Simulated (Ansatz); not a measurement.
C2H9NSi (SMILES CN(C)[SiH3]): the energy, rung by rung

C2H9NSi: 13 atoms, total charge 0, spin state singlet. SMILES: `CN(C)[SiH3]`. Geometry: relaxed at PBE0-D4/def2-TZVP.

```xyz
13

C    -0.8534    1.0515   -0.5674
N    -0.0643    0.1014    0.1769
C     1.2573    0.5768    0.5037
Si   -0.4044   -1.5804    0.1019
H    -0.4161    1.2925   -1.5485
H    -0.9475    1.9915   -0.0094
H    -1.8607    0.6637   -0.7354
H     1.1974    1.5091    1.0790
H     1.8701    0.7783   -0.3884
H     1.7871   -0.1567    1.1157
H     0.0687   -2.2753   -1.1371
H    -1.8797   -1.7523    0.1670
H     0.2656   -2.2347    1.2567
```

Each level gives the energy change with the C3–H9 bond stretched from 1.101 to 1.651 Å (eV). The values are calculated.

```tsv
level	kind	program	value (eV)	less CCSD(T)/6-31G*	CPU time (all runs)
BLYP/6-31G* (spherical functions) (restricted)	GGA	Ansatz	1.60	-0.15	7.1 s
BHLYP/6-31G* (spherical functions) (restricted)	global hybrid	Ansatz	2.01	+0.26	9.2 s
r2SCAN0/6-31G* (spherical functions) (restricted)	hybrid meta-GGA	Ansatz	1.92	+0.17	14 s
CAM-B3LYP/6-31G* (spherical functions) (restricted)	range-separated hybrid	Ansatz	1.89	+0.14	10 s
RPA@PBE0/6-31G* (spherical functions) (restricted)	RPA	Ansatz	1.81	+0.06	14 s
BCCD(T)/6-31G* (spherical functions) (restricted)	coupled cluster or CI	Ansatz	1.75	0.00	22 s
CCSD(T)/6-31G* (spherical functions) (restricted)	coupled cluster or CI	Ansatz	1.75	0.00	18 s
CCSD/6-31G* (spherical functions) (restricted)	coupled cluster or CI	Ansatz	1.81	+0.06	14 s
```

Differences are taken from CCSD(T)/6-31G* (spherical functions) (restricted) for orientation; it has basis-set and higher-order errors of its own. The first shape isn't each level's own minimum. The values span 1.60 to 2.01 eV. Times are those of the runs behind each value, whatever else they computed, on shared processors of several kinds: orders of magnitude only.
